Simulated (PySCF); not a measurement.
CH8Ge2.

```xyz
11

Ge     1.6537     0.0000    -0.1033
C      0.0000     0.0000     0.9580
Ge    -1.6537     0.0000    -0.1033
H      2.8867     0.0000     0.8214
H      1.7049    -1.2516    -0.9995
H      1.7049     1.2516    -0.9995
H      0.0000     0.8886     1.6102
H      0.0000    -0.8886     1.6102
H     -1.7049    -1.2516    -0.9995
H     -1.7049     1.2516    -0.9995
H     -2.8867     0.0000     0.8214
```

Coordinates come from a TPSSh-D3(BJ)/def2-SVP optimisation.

All values below come from PBE0/pcSseg-1 (PySCF). Non-relativistic, no solvent.

Computed absolute GIAO shielding of each atom: isotropic value and principal components (ppm):
| atom | σ(iso) | σ11 | σ22 | σ33 | span |
|---|---|---|---|---|---|
| Ge1 | 1541.2 | 1470.6 | 1487.7 | 1665.2 | 194.7 |
| C2 | 197.5 | 193.3 | 197.6 | 201.7 | 8.4 |
| Ge3 | 1541.2 | 1470.6 | 1487.7 | 1665.2 | 194.7 |
| H4 | 27.1 | 20.6 | 22.0 | 38.9 | 18.3 |
| H5 | 27.4 | 20.9 | 23.3 | 38.1 | 17.2 |
| H6 | 27.4 | 20.9 | 23.3 | 38.1 | 17.2 |
| H7 | 31.3 | 24.7 | 29.1 | 40.0 | 15.4 |
| H8 | 31.3 | 24.7 | 29.1 | 40.0 | 15.4 |
| H9 | 27.4 | 20.9 | 23.3 | 38.1 | 17.2 |
| H10 | 27.4 | 20.9 | 23.3 | 38.1 | 17.2 |
| H11 | 27.1 | 20.6 | 22.0 | 38.9 | 18.3 |
